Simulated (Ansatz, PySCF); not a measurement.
BrGeH3O, SMILES [OH][GeH2][Br].

Coordinates come from a PBE0-D3(BJ)/def2-SVP optimisation. Other conformers were not sampled.

Vertical ionisation energy (IE) and electron affinity (EA) in eV. Rows of orbital energies are one-electron estimates. Where ΔSCF, EOM or ADC give a negative EA the extra electron is unbound and the value depends on the basis.

```tsv
level	IE	EA
−ε(HOMO), −ε(LUMO), HF/def2-TZVPD (PySCF)	11.37	-1.48
−ε(HOMO), −ε(LUMO), PBE/def2-TZVPD (PySCF)	…	…
ΔSCF, CAM-B3LYP/def2-SVPD (Ansatz), final states of multiplicity 2 and 2	10.85	-0.96
ΔSCF, PBE/def2-SVPD (Ansatz), final states of multiplicity 2 and 2	10.25	-0.74
```

Problem. What belongs in the gaps? (An estimate is asked for; the answer gives what the named calculation found.)

Solution. 
- −ε(HOMO), −ε(LUMO), PBE/def2-TZVPD (PySCF), IE: 7.10
- −ε(HOMO), −ε(LUMO), PBE/def2-TZVPD (PySCF), EA: 1.50

Problem. What vertical singlet–triplet gap does ΔSCF give with CAM-B3LYP/def2-SVPD (Ansatz, an electronic-structure program) and with PBE/def2-SVPD (Ansatz)? (An estimate is asked for; the answer gives what the named calculation found.)

Solution. 6.15 and 5.57 eV (triplet above singlet where positive).
